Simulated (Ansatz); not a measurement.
CH$_{2}$BF$_{3}$O$_{2}$Te (`OB(O)[Te]C(F)(F)F`). Total charge 0; spin multiplicity 1. Correlated methods include outer-core shells of Te, which these sets cover unevenly. Te takes the def2 core potential.

```xyz
10

O     1.563    0.467    0.303
B     1.165   -0.616   -0.398
O     2.057   -1.530   -0.842
Te   -0.908   -1.079   -0.958
C    -1.779    0.466    0.294
F    -3.029    0.715   -0.087
F    -1.808    0.134    1.585
F    -1.100    1.633    0.220
H     0.874    1.104    0.511
H     2.966   -1.293   -0.628
```

Problem. Give the diagnostics of a CCSD(T)/def2-TZVPP run (frozen core, Ansatz). (Estimate.)

Solution. Ansatz gave: T1 = 0.0130, largest single amplitude 0.034, largest double 0.051, (T) share of the correlation energy 3.2 %, 10 CCSD cycles. The RHF solution is stable towards an unrestricted one. T1 lies under the customary mark of 0.02 for closed shells.
